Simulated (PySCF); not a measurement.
Species: (KCl)2 ring, K₂Cl₂.
Z-matrix (Å and degrees, PBE0-D3(BJ)/def2-SVP geometry), rows numbered from 1:
```
K 
Cl  1  2.8424
K   2  2.8454  1   89.77
Cl  3  2.8417  2   90.21  1     0.00
```

The closed-shell ground state was solved at several levels (PySCF, density fitting, gas phase, non-relativistic). The dipole stays under 0.02 D at every level.

| level | basis functions | total energy (Eh) | HOMO (eV) | LUMO (eV) | gap (eV) |
| --- | --- | --- | --- | --- | --- |
| wB97X-D/pcSseg-1 | 124 | -2120.3155 | -8.57 | 0.52 | 9.09 |
| PBE0/pcSseg-1 | 124 | -2119.6617 | -6.69 | -0.64 | 6.05 |

(1) What might CAM-B3LYP/def2-SVPD (108 basis functions) give for the same quantities?

(2) Over all these levels, which gives the widest orbital gap and which the narrowest?

## Answers

(1) Total energy -2120.1229 Eh, HOMO -8.07 eV, LUMO -0.37 eV, gap 7.70 eV.

(2) wB97X-D/pcSseg-1 (range-separated hybrid) has the widest, 9.09 eV, and PBE0/pcSseg-1 (global hybrid, 25 % exact exchange) the narrowest, 6.05 eV. The two share the basis. From the narrowest to the widest the HOMO moves by -1.88 eV and the LUMO by +1.16 eV.

wB97X-D is run here without its empirical dispersion term; that term would change no orbital, density or response property at a fixed geometry.
